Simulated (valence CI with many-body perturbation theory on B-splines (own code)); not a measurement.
## E1 line list for Pt VII

Computed by valence CI with perturbative core correlation (CI+MBPT): four valence electrons over a frozen Dirac-Fock core [Xe] 4f14, radial functions for each j: 7 s, 7 p, 8 d, 6 f, 4 g, 1 h, with the one-electron correlation potential Σ1, the two-electron term Σ2, the three-electron term Σ3, Breit, model QED; selected CI, second order for the rest, scaled by the run's own slope (own B-spline code, finite nucleus).

No measured spectrum was set against this ion. As an estimate, terms of the open shell hold to 2 to 4 % of their energy, and close levels can change places; different configurations can be misplaced against each other by 1,000 to 8,000 cm⁻¹. The list stops below the first excitations out of the core.

Lines 101 to 150 of 600 in falling wavelength, among levels below 312470 cm⁻¹, chosen from the strongest by gf and those to the six lowest levels. Wavelengths and rates use the calculated energies, so an error of 2000 cm⁻¹ moves a line at 1091 Å by 2.2 % and its rate by three times that or more. Electric multipoles are in the length gauge, E1 and E2 with the static RPA response of the core. Weak lines are less certain than strong ones. Lines between different terms over intervals too small for the method are left out, as are lines whose strength nearly cancels. Where a level lies close to another of its J and parity, the split of strength between their lines is uncertain. The highest levels of a list are the least certain.

Levels are named by their leading jj configuration (3d3/2^4 stands for four electrons in 3d with j = 3/2), which in mixed levels can hold well under half, so a name can repeat and another be missing. Letters in brackets count levels of one name in rising energy.

| λ vac (Å) | Upper | Lower | A (s⁻¹) | S (a.u.) |
| --- | --- | --- | --- | --- |
| 1091 | (5d3/2^2 5d5/2 6p3/2) J=4 [a] | (5d3/2 5d5/2^2 6s) J=3 [b] | 2.96e+08 | 1.71e+00 |
| 1091 | (5d3/2^2 5d5/2 6p1/2) J=4 [b] | (5d3/2^2 5d5/2 6s) J=5 | 1.01e+09 | 5.81e+00 |
| 1086 | (5d3/2^2 5d5/2 6p3/2) J=6 | (5d3/2 5d5/2^2 6s) J=6 | 8.09e+07 | 6.65e-01 |
| 1086 | (5d3/2 5d5/2^2 6p1/2) J=4 [c] | (5d3/2 5d5/2^2 6s) J=5 [b] | 1.04e+08 | 5.95e-01 |
| 1086 | (5d3/2 5d5/2^2 6p1/2) J=1 [b] | (5d3/2 5d5/2^2 6s) J=2 [a] | 4.14e+08 | 7.85e-01 |
| 1084 | (5d3/2^2 5d5/2 6p1/2) J=1 [b] | (5d3/2^2 5d5/2 6s) J=1 [a] | 5.00e+08 | 9.44e-01 |
| 1082 | (5d5/2^3 6p1/2) J=4 | (5d3/2 5d5/2^2 6s) J=5 [b] | 1.72e+08 | 9.70e-01 |
| 1076 | (5d3/2^2 5d5/2 6p3/2) J=5 | (5d3/2 5d5/2^2 6s) J=5 [b] | 7.07e+07 | 4.78e-01 |
| 1075 | (5d3/2^2 5d5/2 6p3/2) J=3 [e] | (5d3/2 5d5/2^2 6s) J=3 [c] | 1.07e+08 | 4.59e-01 |
| 1074 | (5d3/2 5d5/2^2 6p1/2) J=4 [a] | (5d3/2^2 5d5/2 6s) J=3 [b] | 2.17e+08 | 1.20e+00 |
| 1074 | (5d3/2 5d5/2^2 6p3/2) J=5 [b] | (5d5/2^3 6s) J=4 | 3.42e+08 | 2.30e+00 |
| 1064 | (5d3/2 5d5/2^2 6p1/2) J=5 [c] | (5d3/2 5d5/2^2 6s) J=4 [b] | 9.30e+07 | 6.09e-01 |
| 1063 | (5d3/2^2 5d5/2 6p1/2) J=4 [a] | (5d3/2^2 5d5/2 6s) J=3 [a] | 3.05e+08 | 1.63e+00 |
| 1062 | (5d3/2 5d5/2^2 6p1/2) J=5 [a] | (5d3/2^2 5d5/2 6s) J=4 [b] | 1.94e+08 | 1.26e+00 |
| 1060 | (5d3/2^2 5d5/2 6p1/2) J=3 [a] | (5d3/2^3 6s) J=2 | 5.10e+08 | 2.10e+00 |
| 1043 | (5d3/2^2 5d5/2 6p1/2) J=1 [b] | (5d3/2^2 5d5/2 6s) J=2 [a] | 2.95e+08 | 4.94e-01 |
| 1036 | (5d3/2 5d5/2^2 6p1/2) J=6 | (5d3/2 5d5/2^2 6s) J=5 [a] | 8.06e+07 | 5.75e-01 |
| 1033 | (5d3/2 5d5/2^2 6p3/2) J=5 [b] | (5d5/2^3 6s) J=5 | 1.37e+08 | 8.19e-01 |
| 1031 | (5d3/2 5d5/2^2 6p1/2) J=2 [b] | (5d3/2^2 5d5/2 6s) J=1 [b] | 1.90e+08 | 5.15e-01 |
| 1030 | (5d3/2^2 5d5/2 6p1/2) J=2 [b] | (5d3/2^2 5d5/2 6s) J=3 [a] | 2.92e+08 | 7.88e-01 |
| 1029 | (5d3/2^2 5d5/2 6p3/2) J=5 | (5d3/2 5d5/2^2 6s) J=6 | 7.95e+07 | 4.71e-01 |
| 1024 | (5d3/2 5d5/2^2 6p1/2) J=3 [b] | (5d3/2^2 5d5/2 6s) J=3 [b] | 1.77e+08 | 6.56e-01 |
| 1019 | (5d3/2 5d5/2^2 6p1/2) J=4 [a] | (5d3/2^2 5d5/2 6s) J=5 | 9.76e+07 | 4.58e-01 |
| 1011 | (5d3/2 5d5/2^2 6p1/2) J=3 [d] | (5d3/2 5d5/2^2 6s) J=2 [b] | 2.04e+08 | 7.30e-01 |
| 1011 | (5d3/2 5d5/2^2 6p3/2) J=4 [c] | (5d5/2^3 6s) J=5 | 1.72e+08 | 7.88e-01 |
| 1011 | (5d3/2 5d5/2^2 6p3/2) J=3 [b] | (5d3/2^2 5d5/2 6s) J=2 [c] | 1.25e+08 | 4.47e-01 |
| 992.4 | (5d3/2^2 5d5/2 6p3/2) J=4 [b] | (5d3/2 5d5/2^2 6s) J=3 [b] | 2.59e+08 | 1.12e+00 |
| 989.8 | (5d5/2^3 6p1/2) J=2 [b] | (5d5/2^3 6s) J=1 | 2.54e+08 | 6.09e-01 |
| 987.5 | (5d3/2^2 5d5/2 6p3/2) J=3 [e] | (5d3/2 5d5/2^2 6s) J=4 [b] | 2.12e+08 | 7.05e-01 |
| 986.8 | (5d3/2^3 6p3/2) J=3 | (5d3/2^2 5d5/2 6s) J=2 [a] | 3.52e+08 | 1.17e+00 |
| 986.0 | (5d3/2 5d5/2^2 6p1/2) J=5 [a] | (5d3/2^2 5d5/2 6s) J=5 | 1.02e+08 | 5.29e-01 |
| 983.4 | (5d3/2 5d5/2^2 6p3/2) J=2 [b] | (5d3/2 5d5/2^2 6s) J=2 [c] | 3.24e+08 | 7.60e-01 |
| 982.6 | (5d5/2^3 6p1/2) J=5 | (5d3/2 5d5/2^2 6s) J=4 [b] | 3.85e+08 | 1.99e+00 |
| 978.3 | (5d3/2^2 5d5/2 6p3/2) J=2 [e] | (5d3/2 5d5/2^2 6s) J=1 [a] | 1.77e+08 | 4.08e-01 |
| 971.2 | (5d3/2 5d5/2^2 6p3/2) J=5 [b] | (5d3/2 5d5/2^2 6s) J=5 [b] | 8.70e+07 | 4.32e-01 |
| 964.6 | (5d3/2 5d5/2^2 6p3/2) J=4 [e] | (5d3/2 5d5/2^2 6s) J=3 [e] | 1.77e+08 | 7.04e-01 |
| 959.2 | (5d3/2 5d5/2^2 6p1/2) J=1 [a] | (5d3/2^2 5d5/2 6s) J=2 [b] | 3.10e+08 | 4.05e-01 |
| 957.8 | (5d3/2^2 5d5/2 6p3/2) J=4 [c] | (5d3/2 5d5/2^2 6s) J=5 [a] | 1.04e+08 | 4.07e-01 |
| 952.8 | (5d3/2 5d5/2^2 6p3/2) J=3 [e] | (5d5/2^3 6s) J=4 | 2.65e+08 | 7.92e-01 |
| 950.7 | (5d3/2^2 5d5/2 6p3/2) J=0 | (5d3/2^2 5d5/2 6s) J=1 [b] | 1.30e+09 | 5.51e-01 |
| 950.4 | (5d3/2 5d5/2^2 6p1/2) J=4 [c] | (5d3/2 5d5/2^2 6s) J=4 [a] | 1.63e+08 | 6.21e-01 |
| 947.4 | (5d5/2^3 6p1/2) J=4 | (5d3/2 5d5/2^2 6s) J=4 [a] | 1.33e+08 | 5.04e-01 |
| 946.0 | (5d3/2 5d5/2^2 6p1/2) J=5 [a] | (5d3/2^2 5d5/2 6s) J=4 [a] | 1.48e+08 | 6.82e-01 |
| 943.9 | (5d3/2^2 5d5/2 6p3/2) J=3 [d] | (5d3/2 5d5/2^2 6s) J=3 [a] | 3.18e+08 | 9.23e-01 |
| 942.5 | (5d3/2^2 5d5/2 6p3/2) J=5 | (5d3/2 5d5/2^2 6s) J=4 [a] | 2.25e+08 | 1.02e+00 |
| 940.4 | (5d5/2^3 6p1/2) J=4 | (5d3/2 5d5/2^2 6s) J=5 [a] | 1.71e+08 | 6.30e-01 |
| 937.8 | (5d3/2 5d5/2^2 6p3/2) J=5 [c] | (5d3/2 5d5/2^2 6s) J=4 [c] | 2.76e+08 | 1.23e+00 |
| 937.1 | (5d3/2 5d5/2^2 6p3/2) J=5 [c] | (5d5/2^3 6s) J=5 | 9.69e+08 | 4.33e+00 |
| 935.6 | (5d3/2^2 5d5/2 6p3/2) J=5 | (5d3/2 5d5/2^2 6s) J=5 [a] | 3.80e+08 | 1.69e+00 |
| 934.3 | (5d5/2^3 6p1/2) J=5 | (5d3/2 5d5/2^2 6s) J=4 [a] | 2.56e+08 | 1.13e+00 |
